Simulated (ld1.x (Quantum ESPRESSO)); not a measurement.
**Configuration tests for La (Z = 57) (TM)**

lanthanum (La), norm-conserving Troullier–Martins (Kleinman–Bylander form), made with ld1.x (Quantum ESPRESSO) 7.5 (PBE, scalar-relativistic). Core [Xe], reference 4f0 5d1 6s2 6p0. Waves: 6s (bound): rc 4.05 bohr; 5d (bound): rc 2.80 bohr; 4f (bound, empty): rc 1.20 bohr; 6p (bound, empty): rc 3.50 bohr. Local part: the p channel. Core correction: none.

Energies are relative to the spin-unpolarised reference configuration 4f0 5d1 6s2 6p0; without spin polarisation the order of configurations can differ from experiment. Not all tests gave a result: 2 of 7 tests not solved or not reliable. Left out of the table: 4f1 5d1 6s0 6p0 (solver errors, printed error -17.2 eV); 4f1 5d0 6s1 6p0 (solver errors, printed error -14.3 eV).

| valence configuration | charge | ΔE all-electron (eV) | error AE − PS (meV) |
| --- | --- | --- | --- |
| 4f0 5d1 6s1 6p0 | +1 | 5.966 | -8.8 |
| 4f0 5d1 6s0 6p0 | +2 | 16.854 | +137 |
| 4f0 5d1 6s1.5 6p0 | +0.5 | 2.399 | -3.2 |
| 4f0 5d1 6s1 6p1 | 0 | 2.377 | +4.7 |

(1) What are ΔE and the potential's error for 4f0 5d1 6s0 6p1?

Levels in the configuration 4f0 5d1 6s1 6p1:

```tsv
level	all-electron (eV)	pseudo (eV)
5d	-3.960	-3.950
6s	-4.282	-4.270
6p	-1.856	-1.859
```

Note: ghost state, extra bound levels that the all-electron valence spectrum of the same l lacks: s at -32.9 eV. A true bound ghost makes a file unfit for plane-wave use.

Answers

(1) ΔE = 8.924 eV all-electron; the error (AE − PS) is +60 meV.
